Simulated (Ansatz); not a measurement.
Single points on [MoS4]2- (MoS4²⁻).

```yaml
crystal:
  periodic: [false, false, false]
  atoms:
    - {symbol: Mo, position_ang: [0.000002, 0.000008, -0.000322]}
    - {symbol: S, position_ang: [0.010761, -0.017664, 2.214286]}
    - {symbol: S, position_ang: [2.084706, 0.010665, -0.747927]}
    - {symbol: S, position_ang: [-1.051899, 1.811926, -0.718528]}
    - {symbol: S, position_ang: [-1.043570, -1.804944, -0.747509]}
basis:
  gaussian: {orbitals: def2-TZVPD, initial_orbitals: start.molden}
total_charge: -2
hamiltonian: {xc: hse06, dispersion: d4}
scf: {omitted_lower_state_checks: [starts]}
output: {orbitals: {seedname: orbitals}}
```

The file start.molden holds the orbitals of an earlier run on this structure, at another level or in another basis.

```sh
$ ansatz run in.yaml --threads 4 --pin off --events-out ev --progress --plain --max-ram 3916MiB
```

Output, abridged:

```
Functional definition: HSE06
1638 factors; their error is unknown
113 factors; integrals over basis functions are off by at most 1.6e-5 eV
mean field evaluation 1: about -45188.8631 eV, gradient 5.5e-1 eV
mean field evaluation 2: about -45188.8639 eV, gradient 9.3e-4 eV
mean field evaluation 4: about -45189.0377 eV, gradient 6.5e-5 eV
mean field -45189.03768435 eV, -1660.6665046701 hartree, gradient 9.0e-5 eV, S^2 0.000000; 0 other end points of the search recorded, 0 dependent functions left out
reference -45189.03773584 eV, -1660.6665065623 hartree; 40, 40 occupied and 184, 184 virtual orbitals, 1638 factors
Total energy: -45189.34553114 eV, -1660.6778178310 hartree
Checks for a lower state left out: starts
```

It took 4.8 s on 4 threads of Arm Neoverse V2 on a shared host, peak host memory 0.85 GiB.

The first input with `gaussian: {orbitals: def2-SVPD, initial_orbitals: start.molden}`, `hamiltonian: {xc: pbe0, dispersion: d4}` (abridged; 2.6 s):

```
Functional definition: PBE0
mean field -45174.89123012 eV, -1660.1466320658 hartree, gradient 2.3e-5 eV, S^2 0.000000
Total energy: -45175.21134093 eV, -1660.1583959212 hartree
Checks for a lower state left out: starts
```

First input, but with `gaussian: {orbitals: STO-3G}`, `hamiltonian: {xc: hf}` (abridged; 0.4 s):

```
Functional definition: HF
mean field -149891.17762606 eV, -5508.3991778685 hartree, gradient 1.1e-5 eV, S^2 0.000000
Total energy: -149891.17762606 eV, -5508.3991778685 hartree
Checks for a lower state left out: starts
```

First input, but with `hamiltonian: {xc: {text: "exchange = 0.95*pbe_x + 0.05*exact_x\ncorrelation = pbe_c"}}` (abridged; 4.7 s):

```
Functional definition: unnamed
mean field -45188.76024123 eV, -1660.6563088234 hartree, gradient 1.0e-5 eV, S^2 0.000000
Total energy: -45188.76028667 eV, -1660.6563104933 hartree
Checks for a lower state left out: starts
```

As the first input, with `correlation: {method: mp2}` and without the key `hamiltonian` (abridged; 4 s):

```
Functional definition: HF
mean field -45111.05190587 eV, -1657.8005801713 hartree, gradient 3.0e-6 eV, S^2 0.000000
20 core orbitals not correlated: weight in the atoms' cores, before any rotation towards them, 1.000 or more for the frozen orbitals, at most 0.000 for the correlated occupied ones
second order -35.10202616 eV of doubles, -0.00000000 eV of singles
Total energy: -45146.15393203 eV, -1659.0905558398 hartree
Checks for a lower state left out: starts
```

As the first input, with `hamiltonian: {xc: {name: PBE-QIDH}}` and without the key `output` (abridged; 9 s):

```
Functional definition: PBE-QIDH
mean field -45164.68586865 eV, -1659.7715919492 hartree, gradient 1.4e-6 eV, S^2 0.000000
20 core orbitals not correlated: weight in the atoms' cores, before any rotation towards them, 1.000 or more for the frozen orbitals, at most 0.000 for the correlated occupied ones
second order -40.96889617 eV of doubles, -0.00000000 eV of singles
Total energy: -45178.34218453 eV, -1660.2734523012 hartree
Checks for a lower state left out: starts
```

First input, but with `hamiltonian: {xc: {text: "exchange = 0.65*pbe_x + 0.35*exact_x\ncorrelation = pbe_c"}}` (abridged; 5.5 s):

```
Functional definition: unnamed
mean field -45190.39385719 eV, -1660.7163431025 hartree, gradient 9.5e-6 eV, S^2 0.000000
Total energy: -45190.39389163 eV, -1660.7163443683 hartree
Checks for a lower state left out: starts
```

Geometry: B3LYP-D4/def2-SVPD.

In the def2 sets Mo takes a core potential, while STO-3G treats all electrons; there is no spin–orbit coupling. HSE06 is defined as in plane-wave codes, on full-range PBE exchange. Correlated methods freeze 20 core orbitals; core or outer-core shells of Mo are correlated, in sets that lack core-valence functions. A multiply charged anion in the gas phase is held together partly by the finite basis. Removing one electron lowers the energy by 0.39 eV at PBE0-D4/def2-TZVPD, so it isn't bound. At HSE06-D4/def2-TZVPD, PBE0-D4/def2-SVPD, HF/STO-3G, PBE with 5 % exact exchange/def2-TZVPD and others the highest occupied level of the charge -2 singlet lies above zero (up to 6.14 eV). In Hartree–Fock with STO-3G the lack of diffuse functions raises the level. By energy differences it is unbound by 0.39 eV (vertical, to the charge -1 doublet, at PBE0-D4/def2-TZVPD) and held by the finite basis. At MP2/def2-TZVPD, PBE-QIDH/def2-TZVPD the test of the restricted singlet for broken spin symmetry was undecided.
